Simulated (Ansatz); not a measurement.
`[SiH3]CC[SeH]` → `CC[SeH]` + `[SiH2]`  (silylene formation by 1,1-elimination)

Gas-phase electronic energies from Ansatz, PBE0-D4/def2-TZVP geometries. CBS: MP2 limit from def2 TZ/QZ plus the TZ coupled-cluster correction, frozen cores. This one scheme is used for every species. Functionals use def2-TZVPP. B3LYP here is the variant with VWN-RPA as its local correlation; programs differ in this. For Se outer-core shells are correlated without core-valence functions, which leaves a few kJ/mol of doubt a bond. Scalar relativity is left out up to krypton. One conformer a species, not always the lowest.

`[SiH3]CC[SeH]`:

Cartesian coordinates in Å:
```
Si 0.745 -1.190 1.135
C -0.508 -0.253 0.086
C 0.145 0.727 -0.867
Se -1.104 1.681 -2.041
H 1.543 -0.238 1.954
H 0.054 -2.142 2.043
H 1.679 -1.949 0.259
H -1.114 -0.976 -0.469
H -1.196 0.269 0.758
H 0.739 1.475 -0.342
H 0.813 0.219 -1.568
H -1.795 2.377 -0.948
```

`CC[SeH]`:

```xyz
9

C     0.102    0.284   -0.935
C     0.370    0.205    0.551
Se   -1.164   -0.405    1.604
H     0.981    0.669   -1.461
H    -0.742    0.942   -1.149
H    -0.130   -0.700   -1.348
H     0.594    1.188    0.969
H     1.212   -0.447    0.781
H    -1.223   -1.737    0.988
```

`[SiH2]`:

```xyz
3

Si   -0.087   -0.205   -0.676
H     0.585    0.986    0.001
H    -0.498   -0.781    0.675
```

```
             level  ΔE (kcal/mol)  difference from CCSD(T)/CBS
            PBE-D4           55.2                          0.9
         r2SCAN-D4           58.8                          4.5
           PBE0-D4           57.0                          2.7
          B3LYP-D4           53.0                         -1.3
           ωB97X-V           56.5                          2.2
           ωB97M-V           53.2                         -1.1
            B2PLYP           52.7                         -1.6
               PBE           53.2                         -1.1
            r2SCAN           58.2                          3.9
              PBE0           55.2                          0.9
             B3LYP           49.7                         -4.6
     HF/def2-TZVPP           48.6                         -5.7
    MP2/def2-TZVPP           57.6                          3.3
SCS-MP2/def2-TZVPP           54.5                          0.2
   CCSD/def2-TZVPP           51.5                         -2.8
CCSD(T)/def2-TZVPP           52.7                         -1.6
     HF/def2-QZVPP           48.8                         -5.5
    MP2/def2-QZVPP           58.6                          4.3
SCS-MP2/def2-QZVPP           55.5                          1.2
      HF/CBS(def2)           48.8                         -5.5
     MP2/CBS(def2)           59.2                          4.9
    CCSD/CBS(def2)           53.1                         -1.2
       CCSD(T)/CBS           54.3                            0
```

Largest T1 diagnostic among the species: 0.014.

In def2-TZVPP, CCSD(T) changes the Hartree–Fock value by +4.2 kcal/mol (the triples alone add +1.2 kcal/mol) and MP2 by +9.1 kcal/mol. The D4 term adds +3.3 kcal/mol with B3LYP and +1.8 kcal/mol with PBE0; it sums over pairs of atoms, weighted by their polarisabilities, and B3LYP, whose exchange is more repulsive, gets the larger term.
